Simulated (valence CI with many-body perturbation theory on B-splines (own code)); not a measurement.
Values are calculated unless marked as measured or tabulated.
## Tl48+: magnetic and hyperfine properties of the levels

Method: valence CI with perturbative core correlation (CI+MBPT): five valence electrons over a frozen Dirac-Fock core [Ar] 3d10, a basis of 11 s, 11 p, 10 d, 8 f, 5 g, 2 h functions for each j, with the one-electron correlation potential Σ1, the two-electron term Σ2, the three-electron term Σ3, Breit, model QED; selected CI, second order for the rest, scaled by the run's own slope (own B-spline code, finite nucleus).

No measured spectrum was set against this ion. As an estimate, large intervals hold to a few tenths of a per cent, small ones and those within an open d or f shell to about a per cent. Among the levels kept, up to 2200 cm⁻¹ of a level comes from second order outside the variational space, and about a tenth of that is noise between levels of different J, which matters for small intervals.

A/g_I is the dipole constant over the nuclear g factor μ/I (μ in nuclear magnetons, uniformly magnetised nucleus), B/Q the quadrupole constant per barn. Both hold the static response of the core; the bare values leave it out. Large factors of s and p1/2 electrons are usually good to 5 to 10 %; those of open d and f shells near neutrality can be off by tens of per cent, and small factors of p3/2, d and f electrons come from cancelling terms and can be off by a factor of two or in sign, in half-filled shells by more. B is blank for J = 1/2, where it vanishes, and for nearly pure S terms. Energies count from the lowest level.

Levels are named by their leading jj configuration (3d3/2^4 stands for four electrons in 3d with j = 3/2), which in mixed levels can hold well under half, so a name can repeat and another be missing. Letters in brackets count levels of one name in rising energy.

```tsv
Level	E (× 10³ cm⁻¹)	g	A/g_I (MHz)	A/g_I bare	B/Q (MHz/b)	B/Q bare
(4s^2 4p1/2^2 4p3/2) J=3/2	0.00	1.352	80700	77700	161000	157000
(4s^2 4p1/2 4p3/2^2) J=3/2	1193.2	1.458	-66300	-65300	14500	14100
(4s^2 4p1/2 4p3/2^2) J=5/2	1243.1	1.194	232000	225000	-315	-286
(4s^2 4p1/2 4p3/2^2) J=1/2	1306.5	0.657	831000	808000		
(4s^2 4p1/2^2 4d3/2) J=3/2	1445.7	0.784	40200	40400	26800	26600
(4s^2 4p1/2^2 4d5/2) J=5/2	1767.4	1.212	31000	30900	16300	16300
(4s 4p1/2^2 4p3/2^2) J=5/2	2140.5	1.462	536000	520000	44400	43200
(4s 4p1/2^2 4p3/2^2) J=1/2	2274.7	2.077	2380000	2310000		
(4s 4p1/2^2 4p3/2^2) J=3/2	2290.7	1.175	-364000	-353000	-29000	-28200
(4s^2 4p3/2^3) J=3/2	2508.8	1.309	84300	81300	-176000	-171000
(4s^2 4p1/2 4p3/2 4d3/2) J=5/2 [a]	2631.3	0.960	174000	170000	-19800	-19000
(4s^2 4p1/2 4p3/2 4d3/2) J=3/2 [a]	2636.8	0.906	159000	155000	-100000	-97100
(4s^2 4p1/2 4p3/2 4d3/2) J=1/2 [a]	2638.2	0.194	336000	330000		
(4s^2 4p1/2 4p3/2 4d3/2) J=7/2	2682.3	1.034	170000	166000	174000	169000
(4s^2 4p1/2 4p3/2 4d3/2) J=5/2 [b]	2816.8	1.180	1790	2030	162000	158000
(4s^2 4p1/2 4p3/2 4d3/2) J=3/2 [b]	2831.3	1.197	32400	31300	14500	13800
(4s^2 4p1/2 4p3/2 4d3/2) J=1/2 [b]	2840.0	1.706	375000	361000		
(4s^2 4p1/2 4p3/2 4d5/2) J=7/2 [a]	2894.3	1.309	-46400	-44800	181000	176000
(4s^2 4p1/2 4p3/2 4d5/2) J=3/2 [a]	2941.6	1.374	-98000	-94300	-66500	-64500
(4s^2 4p1/2 4p3/2 4d5/2) J=9/2	2950.7	1.189	128000	125000	175000	171000
(4s^2 4p1/2 4p3/2 4d5/2) J=5/2 [a]	2962.9	1.133	192000	187000	-122000	-119000
(4s^2 4p1/2 4p3/2 4d5/2) J=5/2 [b]	3071.7	1.263	-52900	-51000	17600	17400
(4s^2 4p1/2 4p3/2 4d5/2) J=7/2 [b]	3075.2	1.122	149000	145000	4350	4620
(4s^2 4p1/2 4p3/2 4d5/2) J=3/2 [b]	3098.3	0.933	245000	239000	19900	19400
(4s^2 4p1/2 4p3/2 4d5/2) J=1/2	3111.3	1.225	-291000	-280000		
(4s^2 4p1/2^2 4f5/2) J=5/2	3367.0	0.849	-11000	-9620	8230	7250
(4s 4p1/2 4p3/2^3) J=3/2 [a]	3392.4	1.520	436000	423000	-144000	-140000
(4s^2 4p1/2^2 4f7/2) J=7/2	3460.3	1.146	38700	38400	12900	11500
(4s 4p1/2 4p3/2^3) J=5/2	3468.0	1.296	672000	652000	-199000	-193000
(4s 4p1/2^2 4p3/2 4d3/2) J=5/2 [a]	3558.1	1.275	422000	410000	43800	42400
(4s 4p1/2 4p3/2^3) J=1/2	3563.5	1.356	-848000	-823000		
(4s 4p1/2^2 4p3/2 4d3/2) J=3/2 [a]	3563.7	1.298	263000	255000	-2620	-2840
(4s 4p1/2^2 4p3/2 4d3/2) J=1/2 [a]	3565.1	2.429	1320000	1280000		
(4s 4p1/2 4p3/2^3) J=3/2 [b]	3572.9	1.088	124000	120000	-19900	-19200
(4s 4p1/2^2 4p3/2 4d3/2) J=7/2	3611.9	1.271	365000	355000	139000	135000
(4s 4p1/2^2 4p3/2 4d3/2) J=3/2 [b]	3684.2	0.998	148000	144000	-92400	-89600
(4s 4p1/2^2 4p3/2 4d3/2) J=1/2 [b]	3751.0	0.548	356000	347000		
(4s 4p1/2^2 4p3/2 4d3/2) J=5/2 [b]	3761.6	0.914	-143000	-138000	109000	106000
(4s 4p1/2^2 4p3/2 4d5/2) J=9/2	3812.7	1.355	310000	302000	176000	171000
(4s 4p1/2^2 4p3/2 4d5/2) J=5/2 [a]	3895.9	1.384	477000	464000	-91700	-89000
```

Question: Take the isotope of mass number 203, with I = 1/2, μ = 1.616 μN. What is the hyperfine structure of (4s^2 4p1/2^2 4d5/2) J=5/2?

Answer: From the table A = 100000 MHz. Shifts from the centre of gravity in MHz: F = 2: -175000, F = 3: 125000.
